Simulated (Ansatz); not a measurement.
`OB(F)[SiH3]` + `CNC` → `CN(C)B(O)F` + SiH₄ at 298.15 K and 1 bar (cleavage of the B–Si bond).

Gas-phase electronic energies from Ansatz, PBE0-D4/def2-TZVP geometries. CCSD(T)/CBS is the MP2 limit (def2-TZVPP, def2-QZVPP) plus CCSD(T) − MP2 in def2-TZVPP, frozen cores. This one scheme is used for every species. One conformer a species, not always the lowest.

```csv
species,CCSD(T)/CBS energy (Eh),H − E (kJ/mol),S (J/(mol·K))
`OB(F)[SiH3]`,-491.34397,139.5,316.4
`CNC`,-135.00321,256.9,271.4
`CN(C)B(O)F`,-334.93232,297.9,350.7
SiH₄,-291.46306,92.1,204.8
```

H − E and S are ideal-gas, rigid-rotor, harmonic terms from PBE0-D4/def2-TZVP, for one conformer and one mirror image of each species. 1 Eh = 2625.50 kJ/mol, R = 8.31446 J/(mol·K).

Problem. By hand: ΔE, ΔH, ΔS and ΔG.

Solution. ΔE = (-334.93232) + (-291.46306) − (-491.34397) − (-135.00321) = -0.04820 Eh = -126.5 kJ/mol. Δ(H − E) = 297.9 + 92.1 − 139.5 − 256.9 = -6.4, so ΔH = -132.9 kJ/mol. ΔS = 350.7 + 204.8 − 316.4 − 271.4 = -32.3 J/(mol·K). ΔG = -132.9 − 298.15 × (-32.3)/1000 = -123.3 kJ/mol.

Problem. By hand: the equilibrium constant, and the temperature at which ΔG would vanish if ΔH and ΔS stayed fixed.

Solution. log₁₀ K = −ΔG/(RT ln 10) = 21.6. ΔG = 0 at ΔH/ΔS = 4115 K, far beyond where these terms or the molecules hold.

ΔH outweighs TΔS. A doubt of 5 kJ/mol in ΔE shifts log₁₀ K by 0.9 here. Other conformers and mirror images would add mixing entropy, several J/(mol·K) or more a flexible species. These are equilibria of isolated gas molecules and say nothing of rates. Largest T1 diagnostic: 0.014 (customary marks: 0.02 for closed shells, 0.045 for open ones).
